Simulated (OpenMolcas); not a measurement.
**Nd IV: effect of the active space**

```
Program             : OpenMolcas 26.06
Method              : CASSCF or its RAS form
Basis               : ANO-RCC-VTZP
Scalar Hamiltonian  : DKH2, point nucleus
Spin-orbit coupling : RASSI with atomic mean-field integrals over the reference wave functions, term energies averaged over their components
```

A. 3 electrons in 7 orbitals (4f); 2S+1 = 4 odd, 35 roots; 2S+1 = 2 odd, 112 roots (105 in the spin-orbit step); cost about 50 core-seconds
B. 3 electrons in 12 orbitals (RAS2 4f; RAS3 5d, at most 1 electron); 2S+1 = 4 odd, 35 roots; 2S+1 = 2 odd, 112 roots (105 in the spin-orbit step); 2S+1 = 4 even, 105 roots (83 in the spin-orbit step); 2S+1 = 2 even, 124 roots kept (CI in the orbitals of an earlier block, 75 in the spin-orbit step); cost about 3 core-minutes
C. 3 electrons in 14 orbitals (4f 5f); 2S+1 = 4 odd, 30 roots; 2S+1 = 2 odd, 43 roots; cost roughly 80 core-seconds

Energies in cm⁻¹ above 4f³ ⁴I°_9/2, the measured ground level; measured values from the list in Arab et al., J. Quant. Spectrosc. Radiat. Transfer 229, 145 (2019) and Gaigalas et al. (2019), from Wyart et al. (2007).

| Level | A | B | C | Measured |
| --- | --- | --- | --- | --- |
| 4f³ ⁴I°_9/2 | 0.0 | 0.0 | 0.0 | 0.0 |
| 4f³ ⁴I°_11/2 | 1983 | 1983 | 2009 | 1897 |
| 4f³ ⁴I°_13/2 | 4132 | 4132 | 4183 | 3907 |
| 4f³ ⁴I°_15/2 | 6401 | 6401 | 6454 | 5989 |
| 4f³ ⁴F°_3/2 | 15815 | 15815 | 15578 | 11698 |
| 4f³ ⁴F°_5/2 | 16891 | 16891 | 16659 | 12748 |
| 4f³ ⁴S°_3/2 | 17825 | 17825 | 17596 | 13792 |
| 4f³ ⁴F°_7/2 | 17905 | 17905 | 17674 | 13720 |
| 4f³ ⁴F°_9/2 | 19064 | 19064 | 18774 | 14995 |
| 4f³ ⁴G°_5/2 | 23979 | 23979 | 23628 | 17707 |
| 4f³ ²K°_13/2 | 24136 | 24136 | 23541 | 20005 |
| 4f³ ⁴G°_7/2 | 25510 | 25510 | 25058 | 19541 |
| 4f³ ²K°_15/2 | 26329 | 26329 | 25996 | 22044 |
| 4f³ ⁴G°_9/2 | 27124 | 27124 | 26643 |  |

Deviations, from unrounded energies. A percentage is the sum of absolute deviations over the sum of measured energies, with the sign that they share, or ± where signs differ.

```
                        Against measurement  Levels      A      B      C
             mean absolute deviation (cm-1)      12   3500   3500   3300
      fine structure of the ground term (%)       3   +6.1   +6.1   +7.2
other terms of the ground configuration (%)       9  +28.2  +28.2  +26.2
```

C lies closest to measurement on these levels and A furthest from it. The largest miss of C in the table is 4f³ ⁴G°_5/2, by +5900 cm-1. The ranking rests on the paired levels alone, and a cruder setting can come out closer through cancelling errors.

The spin-orbit steps hold different terms of 4f³ (C lacks among others a ²D°, ²F°, a ²G°, a ²H°, ²I°), which shifts levels as well.

Among A to C the level of the table that moves most is 4f³ ²K°_13/2, by 600 cm-1 (lowest in C, highest in A).

High states are left out of the spin-orbit mixing, which shifts the levels that they would mix with. Without dynamic correlation excited terms often stand tens of per cent too high (terms of higher spin than the ground term too low), and those without a measured partner can miss by more than the paired ones. Active for correlation alone: 5f; no level in the range computed is led by a configuration that fills it, so any true level of that kind is missing (holds for C). Computed and measured levels are paired by configuration, term and J; levels that our copy of the source lacks, or whose pairing is in doubt (as where it misses far off the trend of its configuration), stay unpaired and out of the deviations. Levels of configurations outside the active space are missing. Levels that lie high or do not pair safely by name in every column are left out.

° marks odd parity.
